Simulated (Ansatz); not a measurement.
A nudged elastic band was laid between two geometries of C2H4BClTe (9 atoms, charge 0, multiplicity 1).

Level of theory: RKS B3LYP-D4/def2-SVP (Ansatz 0.2.0).

```json
{"movable images": "7", "climbing image": "yes", "spring": "5.0 eV/Å²", "optimiser": "quadratic models (default)", "start path": "IDPP", "force threshold": "0.05 eV/Å", "iteration limit": "60", "end points": "relaxed"}
```

Initial state:

```xyz
9
Properties=species:S:1:pos:R:3
B 1.748 -0.228 -0.668
C 0.564 -0.359 0.297
C -0.681 0.156 0.126
Cl -1.154 1.083 -1.264
Te -2.199 -0.146 1.595
H 1.647 0.376 -1.704
H 2.802 -0.742 -0.380
H 0.696 -0.918 1.233
H -3.336 0.732 0.748
```

Final state:

```xyz
9
Properties=species:S:1:pos:R:3
B 1.749 -0.223 -0.665
C 0.565 -0.355 0.299
C -0.682 0.151 0.124
Cl -1.157 1.070 -1.270
Te -2.202 -0.156 1.590
H 2.806 -0.728 -0.374
H 1.646 0.375 -1.705
H 0.700 -0.909 1.238
H -3.336 0.729 0.746
```

Task: What changes between the two ends?

Result: No bond is made or broken. The dihedral H7–B1–C2–C3 goes from 180 to 0°. The two ends are copies of one structure, up to a mirror image or an exchange of like atoms.

Task: Give the energies along the band, and the barrier.

Result: It converged. The highest image is number 4 of 0 to 8, 6.7 kcal/mol above the ends, which have the same energy within 2 meV. A vibrational analysis at the climbing image gives one clearly imaginary mode, 222i cm⁻¹: a first-order saddle point.

```json
{"image": "0", "path coordinate (Å)": "0.00", "energy (kcal/mol)": "0.0", "dihedral H7–B1–C2–C3 (°)": "180"}
{"image": "1", "path coordinate (Å)": "0.53", "energy (kcal/mol)": "0.8", "dihedral H7–B1–C2–C3 (°)": "-162"}
{"image": "2", "path coordinate (Å)": "1.07", "energy (kcal/mol)": "3.1", "dihedral H7–B1–C2–C3 (°)": "-139"}
{"image": "3", "path coordinate (Å)": "1.60", "energy (kcal/mol)": "5.7", "dihedral H7–B1–C2–C3 (°)": "-117"}
{"image": "4", "path coordinate (Å)": "2.13", "energy (kcal/mol)": "6.7", "dihedral H7–B1–C2–C3 (°)": "-95"}
{"image": "5", "path coordinate (Å)": "2.81", "energy (kcal/mol)": "5.6", "dihedral H7–B1–C2–C3 (°)": "-66"}
{"image": "6", "path coordinate (Å)": "3.49", "energy (kcal/mol)": "2.9", "dihedral H7–B1–C2–C3 (°)": "-39"}
{"image": "7", "path coordinate (Å)": "4.17", "energy (kcal/mol)": "0.7", "dihedral H7–B1–C2–C3 (°)": "-15"}
{"image": "8", "path coordinate (Å)": "4.85", "energy (kcal/mol)": "0.0", "dihedral H7–B1–C2–C3 (°)": "0"}
```

Task: What is the geometry of the highest image?

Result: 
```xyz
9
Properties=species:S:1:pos:R:3
B 1.689 0.095 -0.644
C 0.588 -0.078 0.447
C -0.697 -0.194 0.099
Cl -1.078 -0.106 -1.629
Te -2.305 -0.624 1.437
H 1.988 1.192 -1.047
H 2.293 -0.864 -1.061
H 0.845 -0.114 1.514
H -3.234 0.646 0.867
```

Task: What are the harmonic wavenumbers there?

Result: 222i, 112, 138, 162, 194, 280, 424, 536, 666, 731, 762, 899, 907, 1041, 1171, 1230, 1648, 2097, 2566, 2654, 3142 cm⁻¹.

The run took 8.7 min on 2 threads of Arm Neoverse V1, on a shared host, peak memory 0.27 GiB.
